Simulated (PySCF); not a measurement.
C3H6BFO2, SMILES C=C(OC)B(O)F.

Coordinates come from a ωB97X-D3(BJ)/def2-SVP optimisation. This is a generated structure with no PubChem entry under its InChIKey; it may be hypothetical. The values are those of a single conformer.

All values below come from PBE/def2-TZVP (PySCF).

Symmetry labels are those of the subgroup Cs that the program uses (full group Cs).

Computed valence orbital energies around the gap with their symmetry:
```json
[
 {"orbital": "HOMO−7", "symmetry": "A'", "energy (eV)": "-10.65"},
 {"orbital": "HOMO−6", "symmetry": "A'", "energy (eV)": "-9.77"},
 {"orbital": "HOMO−5", "symmetry": "A'", "energy (eV)": "-9.03"},
 {"orbital": "HOMO−4", "symmetry": "A\"", "energy (eV)": "-8.73"},
 {"orbital": "HOMO−3", "symmetry": "A'", "energy (eV)": "-8.40"},
 {"orbital": "HOMO−2", "symmetry": "A\"", "energy (eV)": "-8.20"},
 {"orbital": "HOMO−1", "symmetry": "A'", "energy (eV)": "-7.75"},
 {"orbital": "HOMO", "symmetry": "A\"", "energy (eV)": "-5.65"},
 {"orbital": "LUMO", "symmetry": "A\"", "energy (eV)": "-1.54"},
 {"orbital": "LUMO+1", "symmetry": "A'", "energy (eV)": "0.05"},
 {"orbital": "LUMO+2", "symmetry": "A'", "energy (eV)": "0.70"},
 {"orbital": "LUMO+3", "symmetry": "A'", "energy (eV)": "0.88"}
]
```
